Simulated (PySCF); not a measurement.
SMILES C[CH]COC (C₄H₉O), doublet (PBE0/def2-SVP optimised geometry):

```
14

C      0.584    -1.645    -0.865
C      1.269    -0.596    -0.072
C      0.743     0.791     0.000
O     -0.656     0.791     0.000
C     -1.212     2.066     0.000
H      0.782    -1.539    -1.952
H     -0.507    -1.580    -0.738
H      0.917    -2.654    -0.580
H      2.306    -0.745     0.246
H      1.115     1.392    -0.869
H      1.140     1.305     0.902
H     -0.906     2.654    -0.889
H     -2.306     1.960    -0.012
H     -0.926     2.646     0.901
```

Level of theory: PySCF with unrestricted PBE0/def2-TZVP.

Problem. What are the frontier orbital energies (α orbitals alone; a β orbital can be the lowest empty one) and the dipole moment?

Solution. HOMO-2 -9.16 eV, HOMO-1 -7.51 eV, HOMO -5.52 eV, LUMO 1.28 eV, LUMO+1 1.96 eV; dipole moment 1.07 D.

On the same geometry unrestricted PBE/def2-TZVP in PySCF gives HOMO-2 -7.60 eV, HOMO-1 -5.92 eV, HOMO -4.18 eV, LUMO 0.45 eV, LUMO+1 1.14 eV; dipole moment 0.97 D.

Meta-Löwdin charges at PBE0/def2-TZVP: C1 -0.35, C2 -0.13, C3 0.00, O4 -0.38, C5 -0.12, H6 0.12, H7 0.13, H8 0.12, H9 0.11, H10 0.09, H11 0.09, H12 0.09, H13 0.13, H14 0.09.
